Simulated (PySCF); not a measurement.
CH5F2NOSi, SMILES NC[Si](O)(F)F. Heavy atoms are numbered as in [NH2:1][CH2:2][Si:3]([OH:4])([F:5])[F:6]. Hydrogens are named by the atom that carries them.

The structure is a stationary point at PBE0-D3(BJ)/def2-SVP. This is a generated structure with no PubChem entry under its InChIKey; it may be hypothetical. One conformer was computed; it need not be the lowest.

Calculation: r2SCAN/def2-TZVP (PySCF).

ESP charges are fitted to the potential on shells at 1.4 to 2.0 van der Waals radii. Atomic charges (e), one atom of each kind:

```
atom      Löwdin  ESP fit  Mulliken
--------  ------  -------  --------
N1 (NH2)   -0.16    -0.90     -0.49
C2 (CH2)   -0.44     0.24     -0.22
Si3        -0.11     0.74      0.87
O4 (OH)    -0.09    -0.70     -0.54
F5          0.01    -0.30     -0.32
H on N1     0.15     0.36      0.23
H on C2     0.14     0.02      0.12
H on O4     0.19     0.47      0.34
```

Q: Give the Mayer and Wiberg (Löwdin basis) orders of the bonds. (The exact figures need the calculation; the answer reports its results.)

A: 
```csv
bond,Mayer,Wiberg
N1–C2,0.97,1.47
C2–Si3,1.05,1.11
Si3–O4,1.22,1.69
Si3–F5,1.10,1.69
Si3–F6,1.08,1.67
```
